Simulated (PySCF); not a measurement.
Isomers of C2H8O3SSi, one GFN2-xTB conformer each. Single-point energies are computed at PBE0/pcSseg-1 (PySCF, gas phase, no added dispersion term), electronic only.

Question: Rank them by PBE0/pcSseg-1 energy, lowest first (kcal/mol).
A. `[CH3:1][S:2](=[O:3])(=[O:4])[CH2:5][O:6][SiH3:7]` with C1–S2–C5–O6 66°, S2–C5–O6–Si7 41°
B. `[CH3:1][S:2][CH2:3][Si:4]([OH:5])([OH:6])[OH:7]` with C1–S2–C3–Si4 -75°, C3–Si4–O5–H 79°, C3–Si4–O6–H 44°, C3–Si4–O7–H 154°
C. `[CH3:1][SiH2:2][O:3][S:4]([CH3:5])(=[O:6])=[O:7]` with C1–Si2–O3–S4 -59°, Si2–O3–S4–C5 -172°
D. `[CH3:1][S@@:2](=[O:3])[CH2:4][O:5][SiH2:6][OH:7]` with C1–S2–C4–O5 -46°, S2–C4–O5–Si6 -79°, C4–O5–Si6–O7 61°, O5–Si6–O7–H -26°
E. `[CH3:1][S:2](=[O:3])(=[O:4])[CH2:5][SiH2:6][OH:7]` with C1–S2–C5–Si6 180°, S2–C5–Si6–O7 180°, C5–Si6–O7–H 180°
F. `[CH3:1][CH2:2][O:3][Si:4]([OH:5])([OH:6])[SH:7]` with C1–C2–O3–Si4 -175°, C2–O3–Si4–O5 -48°, O3–Si4–O5–H 172°, O3–Si4–O6–H 67°, O3–Si4–S7–H 39°

Answer: F (0.0), B (9.7), D (91.7), C (119.6), E (123.1), A (144.4).

As drawn, the lowest has an O–H bond and an S–H bond, which the highest lacks; the highest has an S=O bond, which the lowest lacks. GFN2-xTB itself gives, in the same order: 0.0, 21.9, 48.8, 60.9, 82.1, 83.0. Both levels put the same isomer lowest; measured from each level's own lowest isomer, the values differ by up to 61.4 kcal/mol (CS(=O)(=O)CO[SiH3]: 83.0 against 144.4).

Which frontier levels, dipoles and rotational constants go with these structures?

```json
{"SMILES": "CCO[Si](O)(O)S", "HOMO (eV, PBE0/pcSseg-1)": "-7.30", "LUMO (eV)": "0.60", "dipole (D)": "1.62", "A, B, C (MHz)": "2529, 1108, 957.4"}
{"SMILES": "CSC[Si](O)(O)O", "HOMO (eV, PBE0/pcSseg-1)": "-6.26", "LUMO (eV)": "0.74", "dipole (D)": "0.79", "A, B, C (MHz)": "3044, 1120, 1036"}
{"SMILES": "C[S@@](=O)CO[SiH2]O", "HOMO (eV, PBE0/pcSseg-1)": "-7.22", "LUMO (eV)": "0.35", "dipole (D)": "4.13", "A, B, C (MHz)": "2925, 1338, 1164"}
{"SMILES": "C[SiH2]OS(C)(=O)=O", "HOMO (eV, PBE0/pcSseg-1)": "-8.58", "LUMO (eV)": "0.43", "dipole (D)": "2.60", "A, B, C (MHz)": "3430, 1316, 1213"}
{"SMILES": "CS(=O)(=O)C[SiH2]O", "HOMO (eV, PBE0/pcSseg-1)": "-8.27", "LUMO (eV)": "0.12", "dipole (D)": "3.63", "A, B, C (MHz)": "4059, 1025, 993.3"}
{"SMILES": "CS(=O)(=O)CO[SiH3]", "HOMO (eV, PBE0/pcSseg-1)": "-8.18", "LUMO (eV)": "0.32", "dipole (D)": "2.97", "A, B, C (MHz)": "3418, 1320, 1274"}
```
